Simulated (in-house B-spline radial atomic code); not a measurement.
## RPA and G0W0 on Hartree-Fock: Mo32+

Configuration [He] 2s2 2p6, mean-field start Hartree-Fock. Computed with an all-electron radial atomic-structure program (B-spline basis): all electrons, non-relativistic, point nucleus, each spin shell either full or empty, empty states to l = 9 with an (l + 1/2)⁻⁴ tail; G0W0 by contour deformation at full frequency.

Without relativity these are model numbers: it shifts the levels of so heavy an element strongly and can reorder them.

Command:
```bash
python run_gw.py task.json out
```
Settings (radii: box in bohr, nucleus in fm):
```
Z                        42
electrons                10
configuration            [He] 2s2 2p6
hamiltonian              nr
method                   hf
lmax                     9
spin_polarised           False
box_radius               2.91
intervals                46
```

Time taken, with all properties: 0.4 s on 1 thread of Arm Neoverse V2, with other jobs on the host.

Energies (hartree):

```csv
term,value
mean-field total,-3175.24626
Hartree-Fock functional on these orbitals,-3175.24626
direct second order,-0.63843
second-order exchange,0.22354
SOSEX correction,0.21979
```

Question: What is the RPA correlation energy, and what remains with SOSEX?

Answer: RPA gives -0.62294 hartree (-1.7 eV per electron); RPA + SOSEX gives -0.40315, and the second-order doubles (MP2) -0.41488 hartree. RPA lacks exchange-type terms and so overcorrelates at short range.

Quasi-particle levels (eV):

| level | occupied | mean field | Σx - vxc | Σc | QP weight | G0W0 |
| --- | --- | --- | --- | --- | --- | --- |
| 2p | yes | -4251.80 | 0.00 | ? | ? | ? |
| 2s | yes | -4458.34 | 0.00 | 3.34 | 0.998 | -4454.99 |
| 1s | yes | -21402.82 | 0.00 | 20.57 | 0.994 | -21382.25 |
| 3s | no | -1752.27 | 0.00 | -0.88 | 1.000 | -1753.15 |

G0W0 = mean field + (Σx - vxc) + Σc, with Σc (partial-wave tail included) taken at the quasi-particle energy.

Question: Where does G0W0 put 2p?

Answer: At -4250.20 eV, with Σc = 1.60 eV and a quasi-particle weight of 0.998. The tabulated removal energy is 4259 ± 2.4 eV (NIST, semi-empirical); the calculation leaves out relativity, Breit and QED terms, and what these don't explain is the method's own error.
